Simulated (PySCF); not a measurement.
The multiplicity is imposed and other spin states were not computed.

Cartesian coordinates (Å):
```xyz
8

Cd    -0.4112    -0.1039    -0.2275
O     -0.2307    -1.6496     0.9859
C     -1.0252    -1.8140     2.1276
H     -0.8966    -1.0092     2.8827
H     -0.7364    -2.7608     2.6236
H     -2.1125    -1.8884     1.9117
S     -0.5136     1.6328    -1.7801
H      0.3001     2.4314    -1.0501
```
Charge 0, spin multiplicity 1.

Problem. Give the charge on the central atom (Mulliken), HOMO, total energy, dipole moment and LUMO at the level PBE-D3(BJ)/def2-TZVP // r2SCAN-D4/def2-SVP in PySCF 2.14.0.

Solution. 
```yaml
charge on the central atom (Mulliken): 0.65 e
HOMO: -5.77 eV
total_energy: -681.4737 Ha
dipole_moment: 0.250 e·Å
LUMO: -2.31 eV
```
